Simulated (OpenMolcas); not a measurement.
Pd4+: moving or changing the point charges

Pd4+ among 6 point charges of -1 e arranged as a tetragonal octahedron (D4h), 2.05 Å from the ion, with the axial distance 2.173 Å.

```
Program             : OpenMolcas
Method              : SS-CASPT2, IPEA 0.25 Eh, imaginary shift 0.1 Eh (closed shells correlated: 4s 4p)
Basis               : ANO-RCC-VDZP [6s5p3d1f]
Scalar Hamiltonian  : DKH2, point nucleus
Active space        : 6 electrons in 5 orbitals (4d)
State averaging     : 2S+1 = 5 even, 5 roots; 2S+1 = 3 even, 45 roots; 2S+1 = 1 even, 50 roots
Spin-orbit coupling : state interaction with AMFI integrals over the reference wave functions
```

Runs around this geometry, states (labels of D4, the rotations of D4h). Energies in cm-1 above the lowest state or level, χT in cm3 K/mol.

```tsv
R (Å)	q (e)	Axial / equatorial distance	Ground state	First state of that spin	First gap with spin-orbit (degeneracies)	χT at 300 K	First state of another spin
2.05	-0.5	1.06	5E	5B2 370	55 (1, 2)	5.292	3E 20050
1.94	-1	1.06	5E	5B2 860	46 (1, 2)	4.735	3E 18970
2.05	-1	1.06	5E	5B2 750	58 (1, 2)	4.908	3E 19530
2.19	-1	1.06	5E	5B2 640	67 (1, 2)	5.109	3E 19860
2.05	-1	1.14	5E	5B2 1550	87 (1, 2)	5.102	3E 19570
```

Taking the first state of the same spin as R^-n, n = -ln(640 / 860) / ln(2.19 / 1.94) = 2.4 between the shortest and longest distance.

Scaling the charges by -0.5 / -1 = 0.50 scales the first state of the same spin by 370 / 750 = 0.49; with fixed orbitals a first-order splitting would follow the charge.

Roots that are degenerate in the reference are averaged as groups; the widest CASPT2 spread within a group is 45 cm-1 (the 2-fold group of multiplicity 3 near 22200 cm-1 above the lowest state of its run, R = 2.05, q = -1, ratio = 1.06). Shifts and gaps below about the spread of the groups concerned are not significant. An orbital doublet at a regular site is open to a Jahn-Teller distortion, which this geometry leaves out. Point charges give a weaker field than real ligands, and real ions of this kind are as a rule low spin; the high spin found here belongs to the model. The ground term spreads over less than 5000 cm-1, several times less than with real ligands, so orbital moments are less quenched and χT lies further from the spin-only value than at real sites. Free-ion shares, where given, are those of the reference states; single-state CASPT2 does not remix them. Spin-orbit coupling mixes the spin-free states strongly: the lowest level takes only 65 % from its leading state, 5E (figures for R = 2.05, q = -0.5, ratio = 1.06; the like holds for R = 2.19, q = -1, ratio = 1.06). Point charges carry no covalency, so the field is a model and not that of real ligands. No measured value stands beside these numbers.
